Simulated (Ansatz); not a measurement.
Input file for Ansatz (an electronic-structure program): R-CCSD(T)/6-31G on BeO, a point of a bond scan (R = 1.327 Å).

Ansatz 0.2 input:
```yaml
crystal:
  periodic: [false, false, false]
  atoms:
    - {symbol: Be, position_ang: [-0.00000000, -0.00000000, -0.88442615]}
    - {symbol: O, position_ang: [0.00000000, 0.00000000, 0.44221307]}
basis:
  gaussian:
    orbitals: 6-31G
    pivot_positions_ang: [[-0.00000000, -0.00000000, -0.88442615], [0.00000000, 0.00000000, 0.44221307]]
magnetization: {spin_polarized: false}
correlation: {method: ccsd_t, electrons: outside_noble_gas}
scf: {lower_state_search: off}
output: {orbitals: {seedname: ./end}}
```

It printed:

```
WARN ansatz: RAYON_NUM_THREADS=1 ignored (pool sized by the plan → 1); use --threads N
Functional definition: HF
these checks for a lower state are left out or cut short: stability, starts, cluster_reference, orbital_swaps, neighbouring_geometries, increment
integrals: 0.00 GiB planned
222 factors; integrals over basis functions are off by at most 4.9e-5 eV
mean field: 0.04 GiB planned
mean field evaluation 1: about -2425.8575 eV, gradient 5.0e1 eV
mean field evaluation 2: about -2425.8572 eV, gradient 5.0e1 eV
mean field evaluation 4: about -2431.9309 eV, gradient 4.5e0 eV
mean field evaluation 8: about -2432.1469 eV, gradient 2.3e-1 eV
mean field -2432.14706714 eV, -89.3797561490 hartree, gradient 2.8e-6 eV, S^2 0.000000; 0 other end points of the search recorded, 0 dependent functions left out
2 core orbitals not correlated
reference -2432.14706714 eV, -89.3797561490 hartree; 4, 4 occupied and 12, 12 virtual orbitals, 222 factors
second order -4.90766849 eV of doubles, -0.00000000 eV of singles
coupled cluster: 0.04 GiB planned
cycle   1  -4.22147316 eV  change    6.9e-1 eV  update   1.6e-1
cycle   2  -4.56875107 eV  change   -3.5e-1 eV  update   6.9e-2
cycle   3  -4.63771341 eV  change   -6.9e-2 eV  update   4.0e-2
cycle   4  -4.66060919 eV  change   -2.3e-2 eV  update   2.1e-2
cycle   5  -4.65765599 eV  change    3.0e-3 eV  update   1.3e-2
cycle   6  -4.67404409 eV  change   -1.6e-2 eV  update   8.5e-3
cycle   7  -4.67110485 eV  change    2.9e-3 eV  update   2.4e-3
cycle   8  -4.67003517 eV  change    1.1e-3 eV  update   7.2e-4
cycle   9  -4.67016582 eV  change   -1.3e-4 eV  update   1.5e-4
cycle  10  -4.67012001 eV  change    4.6e-5 eV  update   5.7e-5
cycle  11  -4.67005339 eV  change    6.7e-5 eV  update   1.5e-5
cycle  12  -4.67005392 eV  change   -5.3e-7 eV  update   5.8e-6
cycle  13  -4.67005124 eV  change    2.7e-6 eV  update   3.0e-6
perturbative correction -0.22060950 eV, -0.0081072497 hartree
Total energy: -2437.03772789 eV, -89.5594846163 hartree
Checks for a lower state left out: stability, starts, cluster_reference, orbital_swaps, neighbouring_geometries, increment
```

The run converged.

Cost: very roughly 0.27 core-seconds.
